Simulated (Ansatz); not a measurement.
One change: `[OH][Zr]([F])([Cl])[SeH]` becomes `[OH][Ti]([F])([Cl])[SeH]`.

Ansatz, PBE0-D4/def2-TZVP geometries, multiplicity 1. Each molecule was computed in one conformer, which needn't be the lowest.

Elements past krypton have def2 core potentials. Scalar relativity is left out up to krypton.

| property | `[OH][Zr]([F])([Cl])[SeH]` |
| --- | --- |
| LUMO energy (PBE0/def2-TZVPP) / eV | -1.65 |
| LUMO energy (ωB97M-V/def2-TZVPP) / eV | 0.37 |
| HOMO–LUMO gap (PBE0/def2-TZVPP) / eV | 5.75 |
| LUMO energy (PBE/def2-TZVPP) / eV | -2.45 |
| HOMO energy (PBE0/def2-TZVPP) / eV | -7.40 |
| HOMO–LUMO gap (PBE/def2-TZVPP) / eV | 3.82 |

Q: What does the change do to each property? (Estimate.)

A: The calculation gave: 
| property | `[OH][Ti]([F])([Cl])[SeH]` | shift |
| --- | --- | --- |
| LUMO energy (PBE0/def2-TZVPP) / eV | -2.78 | -1.13 |
| LUMO energy (ωB97M-V/def2-TZVPP) / eV | -0.66 | -1.03 |
| HOMO–LUMO gap (PBE0/def2-TZVPP) / eV | 4.73 | -1.02 |
| LUMO energy (PBE/def2-TZVPP) / eV | -3.63 | -1.18 |
| HOMO energy (PBE0/def2-TZVPP) / eV | -7.51 | -0.11 |
| HOMO–LUMO gap (PBE/def2-TZVPP) / eV | 2.74 | -1.08 |

With PBE0 the HOMO falls by 0.11 eV and the LUMO falls by 1.13 eV, so the gap narrows by about 1.02 eV. PBE moves the HOMO by -0.11 eV and ωB97M-V by -0.10 eV.

Spin–orbit coupling is left out; it splits and shifts lone-pair levels of the heavy atoms by tenths of an eV.
